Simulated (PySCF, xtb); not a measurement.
C2HBr2Cl, SMILES Cl/C(Br)=C\Br.

Harmonic wavenumbers (cm⁻¹) from GFN2-xTB (xtb) at its own minimum, in rising order: 118, 160, 184, 241, 402, 566, 660, 735, 778, 1184, 1585, 3092.

### Question
What does PBE0-D3(BJ)/def2-SVP (PySCF 2.14.0) give at its own minimum? (An estimate is asked for; the answer gives what the named calculation found.)

### Answer
143, 168, 206, 270, 470, 625, 744, 796, 905, 1227, 1662, 3256. Paired by order, the mean absolute difference is 64 cm⁻¹ and the zero-point energies are 13.9 and 15.0 kcal/mol.
